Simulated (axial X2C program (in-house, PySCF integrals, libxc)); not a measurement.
## Ionising AsF

All values come from calculations with an in-house relativistic program for diatomic molecules, spin-free (one-electron X2C) or two-component (2c: spin–orbit coupling with atomic mean-field Coulomb and Gaunt terms, which also bring small scalar terms), in Dyall basis sets with cores contracted in-house; open shells are unrestricted.

Basis sets: As dyall-cv3z, F dyall-av3z. Frozen shells (counts by l): AsF As 3s2p1d, F 1s, 12 electrons correlated; AsF⁺ As 3s2p1d, F 1s, 11 electrons correlated. Where the outer core of a metal is frozen, bonds come out longer and ionisation energies lower.

```tsv
Hamiltonian	level	AsF state	Re (Å)	ωe (cm⁻¹)	De (eV)
spin-free	HF	M_S = 1, Λ = 0	1.715	728.7	2.23
spin-free	PBE0	M_S = 1, Λ = 0	1.741	685.0	4.19
spin-free	MP2	M_S = 1, Λ = 0	1.750	674.7	4.30
2c	HF	Ω = 1	1.716	727.9	2.21
2c	PBE0	Ω = 1	1.742	684.3	4.18
2c	MP2	Ω = 1	1.751	674.1	4.28
```

Adiabatic ionisation energy (minimum to minimum, no zero-point term) and constants of AsF⁺:

```json
{"Hamiltonian": "spin-free", "level": "HF", "AsF⁺ state": "M_S = 1/2, Λ = 1", "IE (eV)": "9.21", "Re (Å)": "1.629", "ωe (cm⁻¹)": "898.5", "De (eV)": "2.43", "fragments": "As+ + F"}
{"Hamiltonian": "spin-free", "level": "PBE0", "AsF⁺ state": "M_S = 1/2, Λ = 1", "IE (eV)": "9.52", "Re (Å)": "1.658", "ωe (cm⁻¹)": "833.8", "De (eV)": "4.61", "fragments": "As+ + F"}
{"Hamiltonian": "spin-free", "level": "MP2", "AsF⁺ state": "M_S = 1/2, Λ = 1", "IE (eV)": "9.36", "Re (Å)": "1.663", "ωe (cm⁻¹)": "831.9", "De (eV)": "4.82", "fragments": "As+ + F"}
{"Hamiltonian": "2c", "level": "HF", "AsF⁺ state": "Ω = 1/2", "IE (eV)": "9.11", "Re (Å)": "1.630", "ωe (cm⁻¹)": "897.1", "De (eV)": "n/a", "fragments": "As+ + F"}
{"Hamiltonian": "2c", "level": "PBE0", "AsF⁺ state": "Ω = 1/2", "IE (eV)": "9.41", "Re (Å)": "1.659", "ωe (cm⁻¹)": "832.6", "De (eV)": "n/a", "fragments": "As+ + F"}
{"Hamiltonian": "2c", "level": "MP2", "AsF⁺ state": "Ω = 1/2", "IE (eV)": "9.26", "Re (Å)": "1.664", "ωe (cm⁻¹)": "830.6", "De (eV)": "n/a", "fragments": "As+ + F"}
```

(1) Add the zero-point terms to the ionisation energy at MP2, 2c, and say whether the electron removed was bonding.

Each entry is the lowest single determinant of a limited PBE0 search at one distance. De goes to single-determinant-based atoms at the same level (for ions the charge split of lowest energy) and is withheld (n/a) where an atom does not fit its ground term or J level. Main or longest-lived isotopes. One determinant is a doubtful description, or other states lie close, for AsF; these need not be ground states, and all values refer to the states named. Some open-shell Ω = 0 determinants are out of reach, so the Ω given for AsF need not be the lowest component. With several unpaired electrons the Ω given is that of one determinant, not necessarily of the lowest component. Some light 2c atoms are not at their ground J level, so De misses part of their lowering (0.04 eV or less). The functionals have no current term, which raises determinants with orbital currents.

## Answers

(1) IE0 = IE + (ωe⁺ − ωe)/2 = 9.26 + (0.010) = 9.27 eV. Re changes by -0.087 Å, but the two determinants differ by more than one electron in one block, so no single orbital tells the change.
